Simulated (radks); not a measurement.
Results of a calculation; reference values are marked as such.
Task: All-electron atom: the magnesium ion Mg6+ in [He] 2s2 2p2 (the NIST ground configuration). Code: a radial shooting solver on a logarithmic mesh with Libxc functionals. Model: non-relativistic Kohn-Sham, PBE, spin-polarised, spherical densities, point nucleus; open shells are filled with parallel spins first. Some entries of the table are withheld. Estimate them.

| orbital | occ. | eigenvalue (Ry) | r(max) (bohr) | <r^2> (bohr^2) |
|---|---|---|---|---|
| 1s up | 1 | -106.9923 | 0.08537 | 0.02297 |
| 1s down | 1 | -106.7094 | 0.08527 | 0.02284 |
| 2s up | 1 | -17.20241 | 0.5068 | 0.4315 |
| 2s down | 1 | -16.58872 | 0.5110 | 0.4438 |
| 2p up | 2 | -15.16445 | 0.4212 | 0.3630 |
| 2p down | 0 | -14.48495 | 0.4267 | 0.3776 |
| 3s up | 0 | -5.99680 | (1) | 2.773 |
| 3p up | 0 | -5.42702 | 1.452 | (2) |

Result: 
(1) 3s up r(max) (bohr): 1.457
(2) 3p up <r^2> (bohr^2): 2.826
